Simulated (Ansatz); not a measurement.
Gas-phase electronic energies from Ansatz, PBE0-D4/def2-TZVP geometries. CCSD(T)/CBS is the MP2 limit (def2-TZVPP, def2-QZVPP) plus CCSD(T) − MP2 in def2-TZVPP, frozen cores. DFT in def2-TZVPP. Each species was taken in one conformer, which may not be the lowest.

Consider the substitution at a C–B bond: `CB(N)[SiH2][SiH3]` + `O[SiH2]S[SiH3]` → `CO[SiH2]S[SiH3]` + `NB[SiH2][SiH3]`.

Question: Is it downhill or uphill in electronic energy at CCSD(T)/CBS, and by how much? (An estimate is asked.)

Answer: The calculation gave: Uphill: ΔE = +23.8 kcal/mol.

Question: What do these levels give: r2SCAN-D4, ωB97M-V, r2SCAN, SCS-MP2/def2-TZVPP, HF/CBS(def2), CCSD/CBS(def2)? (Best estimate.)

Answer: Ansatz gave: r2SCAN-D4 24.1, ωB97M-V 23.4, r2SCAN 24.1, SCS-MP2/def2-TZVPP 22.8, HF/CBS(def2) 20.2, CCSD/CBS(def2) 23.6 kcal/mol.

Largest T1 diagnostic among the species: 0.014.

In def2-TZVPP, CCSD(T) changes the Hartree–Fock value by +2.8 kcal/mol (the triples alone add +0.2 kcal/mol) and MP2 by +4.3 kcal/mol.
